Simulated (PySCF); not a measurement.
Vertical excitation energies

C₆H₈O₂.
Bonds: C1–C2, C2–C3 (double), C3–O4, O4–C5, C5–C6 (double), C6–C7, C6–O8, C2–O8. Hydrogens: H9, H10, H11 on C1; H12 on C3; H13 on C5; H14, H15, H16 on C7.

Method used: PySCF 2.14.0, density-fitted response routines, TDDFT wB97X-D/def2-SVPD, vertical, gas phase, core orbitals frozen in the response. Isolated species at its GFN2-xTB geometry, gas phase.

Question: Predict the UV-vis stick spectrum at this level.

Answer: 

```csv
state,λ (nm),E (eV),f,|μ| (D),symmetry,"main configurations (H = HOMO, L = LUMO)"
S1,280.6,4.42,0.0027,0.40,B1 or B2,H→L (99%)
S2,236.9,5.23,0.015,0.87,B1 or B2,H→L+1 (79%)
S3,197.0,6.29,0.0000,0.00,–,"H→L+2 (79%), H→L+6 (10%)"
S4,196.3,6.31,0.0002,0.10,–,"H→L+3 (70%), H→L+1 (11%)"
S5,183.0,6.77,0.0009,0.19,–,H→L+4 (74%)
S6,181.8,6.82,0.053,1.43,A1,"H→L+5 (82%), H-1→L (14%)"
S7,174.3,7.11,0.0000,0.00,–,"H→L+6 (73%), H→L+2 (11%)"
S8,167.7,7.39,0.023,0.90,B1 or B2,"H→L+7 (60%), H→L+10 (22%), H→L+3 (10%)"
```

Triplets (Tamm–Dancoff): T1 3.35 eV, H→L (93%); T2 4.60 eV, H-1→L (44%), H→L+5 (36%), H→L+8 (13%); T3 5.08 eV, H→L+1 (67%), H→L+3 (12%), H→L+4 (9%).

The lowest singlet comes at 281 nm (426 kJ/mol) in the ultraviolet; it is very weak; its leading configuration is HOMO→LUMO (99%). The strongest level in the table is S6 at 6.82 eV (182 nm, f = 0.053). Löwdin shares by element: HOMO oxygen 43%, carbon 25% or more (atoms not listed hold the other 32%); LUMO carbon 68% or more (atoms not listed hold the other 31%). The oscillator strengths of these states sum to 0.095; summed over the whole spectrum of an exact calculation they would give the number of electrons, 60 (Thomas–Reiche–Kuhn). Orbital energies (eV): HOMO-3 -12.50, HOMO-2 -11.58, HOMO-1 -9.66, HOMO -7.21, LUMO 2.02, LUMO+1 2.27, LUMO+2 2.76. Weighted by f, the mean energy of these states is 6.64 eV. Symmetry labels in C2v follow from the direction of the transition dipole and are given only for states with f of 0.002 or more; B1 and B2 swap with the choice of axes. Only the lowest 8 singlets were computed, as vertical energies without vibronic structure.

Time: 40 s. Hardware: one thread, x86-64 server, shared host.
